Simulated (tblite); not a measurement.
Species: C6H8GeO.
Atom-mapped SMILES: `[CH2:1]=[C:2]1[CH2:3][GeH2:4]/[C:5]1=[CH:6]\[CH:7]=[O:8]` (hydrogens: H9, H10 on C1; H11, H12 on C3; H13, H14 on Ge4; H15 on C6; H16 on C7)

Computed with GFN2-xTB (tblite), gas phase: L-BFGS steps from a force-field or distance-geometry start until the largest atomic force falls under 0.01 eV/Å.

Step 55: E = -620.7679 eV
```
atom  x, y, z in Å  |  force x, y, z in eV/Å
C1     -1.3314   -2.0013    0.0248   -0.021  -0.022   0.014
C2     -0.9907   -0.7169    0.0937    0.026  -0.006   0.065
C3     -1.8947    0.4992    0.1337    0.037  -0.053   0.009
Ge4    -0.2769    1.6908   -0.1937    0.053  -0.029   0.018
C5      0.3467   -0.1582    0.0380   -0.012   0.005  -0.016
C6      1.6034   -0.6099    0.1582   -0.020  -0.012  -0.085
C7      2.6198    0.3936   -0.0739    0.015  -0.017   0.013
O8      2.3821    1.5670   -0.2929    0.003  -0.011   0.018
H9     -0.5896   -2.7809   -0.0374    0.017   0.026   0.009
H10    -2.3605   -2.3198    0.0146   -0.029   0.022  -0.003
H11    -2.7023    0.4538   -0.5926   -0.015   0.004  -0.040
H12    -2.3512    0.6085    1.1179    0.007   0.032   0.000
H13    -0.1166    2.2822   -1.5604   -0.040   0.026  -0.008
H14     0.0873    2.6943    0.8615   -0.050   0.017  -0.006
H15     1.9056   -1.6267    0.3648   -0.023  -0.013  -0.013
H16     3.6615    0.0332   -0.0679    0.052   0.030   0.026
```

Step 56: E = -620.7690 eV
```
atom  x, y, z in Å  |  force x, y, z in eV/Å
C1     -1.3293   -2.0015    0.0293   -0.025  -0.037   0.042
C2     -0.9902   -0.7168    0.0941    0.029   0.026   0.028
C3     -1.8947    0.4995    0.1274    0.031  -0.050   0.002
Ge4    -0.2769    1.6919   -0.1900    0.029  -0.035  -0.023
C5      0.3465   -0.1562    0.0364    0.016  -0.027  -0.009
C6      1.6028   -0.6104    0.1533    0.002  -0.010  -0.072
C7      2.6224    0.3918   -0.0742    0.003  -0.037  -0.004
O8      2.3874    1.5665   -0.2865   -0.008   0.022   0.017
H9     -0.5869   -2.7812   -0.0300    0.002   0.036   0.009
H10    -2.3590   -2.3190    0.0293   -0.023   0.011  -0.020
H11    -2.6991    0.4571   -0.6033    0.004  -0.012  -0.042
H12    -2.3582    0.6088    1.1071   -0.007   0.034   0.038
H13    -0.1192    2.2875   -1.5558   -0.030   0.026   0.004
H14     0.0781    2.6902    0.8697   -0.033   0.041   0.013
H15     1.9056   -1.6277    0.3567   -0.038  -0.012  -0.017
H16     3.6632    0.0285   -0.0751    0.049   0.025   0.035
```

Step 57: E = -620.7699 eV
```
atom  x, y, z in Å  |  force x, y, z in eV/Å
C1     -1.3276   -2.0026    0.0357   -0.024   0.019   0.058
C2     -0.9895   -0.7165    0.0950    0.010  -0.012  -0.001
C3     -1.8951    0.4989    0.1208   -0.004  -0.022   0.018
Ge4    -0.2756    1.6927   -0.1863    0.000  -0.023  -0.053
C5      0.3465   -0.1551    0.0355    0.036  -0.050  -0.008
C6      1.6024   -0.6116    0.1472    0.029  -0.012  -0.051
C7      2.6244    0.3893   -0.0758    0.007  -0.014  -0.024
O8      2.3907    1.5658   -0.2808   -0.007   0.011   0.021
H9     -0.5843   -2.7815   -0.0208   -0.002   0.030   0.011
H10    -2.3577   -2.3184    0.0424   -0.017   0.000  -0.030
H11    -2.6961    0.4587   -0.6156    0.041  -0.027  -0.025
H12    -2.3678    0.6098    1.0967    0.006   0.025   0.026
H13    -0.1191    2.2962   -1.5499   -0.024   0.019   0.018
H14     0.0702    2.6874    0.8786   -0.022   0.048   0.022
H15     1.9053   -1.6294    0.3487   -0.048  -0.015  -0.024
H16     3.6658    0.0253   -0.0829    0.018   0.023   0.042
```

Question: Estimate the geometry and energy of step 58. (The exact step hangs on the optimiser's Hessian estimate; all steps are aligned on step 57, rigid shifts and turns removed.)

Answer: E = -620.7709 eV, largest force 0.075 eV/Å
```
atom  x, y, z in Å  |  force x, y, z in eV/Å
C1     -1.3278   -2.0025    0.0365   -0.025   0.035   0.062
C2     -0.9881   -0.7171    0.0979   -0.004  -0.012  -0.029
C3     -1.8938    0.4973    0.1207   -0.014   0.022   0.020
Ge4    -0.2746    1.6909   -0.1868   -0.024  -0.007  -0.067
C5      0.3477   -0.1562    0.0355    0.046  -0.055  -0.010
C6      1.6034   -0.6139    0.1417    0.049  -0.016  -0.022
C7      2.6270    0.3870   -0.0745    0.007  -0.014  -0.035
O8      2.3936    1.5633   -0.2789   -0.020   0.050   0.016
H9     -0.5849   -2.7806   -0.0239    0.001   0.005   0.016
H10    -2.3590   -2.3143    0.0455   -0.016  -0.016  -0.033
H11    -2.6962    0.4584   -0.6147    0.056  -0.042  -0.021
H12    -2.3661    0.6137    1.0958    0.002   0.014   0.040
H13    -0.1256    2.2975   -1.5501   -0.013   0.014   0.018
H14     0.0610    2.6899    0.8765   -0.007   0.049   0.029
H15     1.9062   -1.6312    0.3444   -0.049  -0.027  -0.030
H16     3.6697    0.0267   -0.0770    0.011   0.001   0.046
```

The energy changes by -0.0010 eV. The first-order estimate −F·Δx gives -0.0015 eV and the mean of the old and new forces, exact on a quadratic surface, -0.0011 eV. The step makes an angle of 65° with the force vector and moves no atom by more than 0.010 Å.

What follows is the cost of the whole relaxation. Hardware: one thread, Arm Neoverse V1 (aarch64), shared host. Cost: 0.62 s wall.
